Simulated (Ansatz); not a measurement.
`[F][AlH][SbH2]`, relaxed with RKS PBE-D4/def2-SVP in the Gaussian-basis code of Ansatz from a rough embedded geometry. The force threshold is 0.03 eV/Å; the program also tests the step.

The species carries charge 0 and has multiplicity 1. Sb takes the def2 core potential.

Start:

```xyz
6

F    -1.894   -1.653    0.281
Al   -1.110   -0.037    0.281
Sb    1.043    0.383   -1.167
H    -1.678    1.180    1.127
H     1.844    1.239    0.131
H     1.794   -1.113   -0.652
```

| step | energy (eV) | largest force (eV/Å) | largest move (Å) |
| --- | --- | --- | --- |
| 1 | -15890.9416 | 1.897 | 0.000 |
| 2 | -15890.9971 | 1.598 | 0.194 |
| 3 | -15891.0506 | 1.550 | 0.119 |
| 4 | -15891.1453 | 0.302 | 0.087 |
| 5 | -15891.1486 | 0.101 | 0.011 |
| 6 | -15891.1546 | 0.019 | 0.063 |
| 7 | -15891.1554 | 0.025 | 0.027 |
| 8 | -15891.1559 | 0.016 | 0.028 |

End:

```xyz
6

F    -1.810   -1.506    0.214
Al   -1.041   -0.008    0.282
Sb    1.104    0.327   -1.244
H    -1.743    1.071    1.229
H     1.773    1.256    0.062
H     1.717   -1.139   -0.544
```

Run time 7 s (4 threads of a server CPU on a shared host); peak host memory 0.17 GiB.
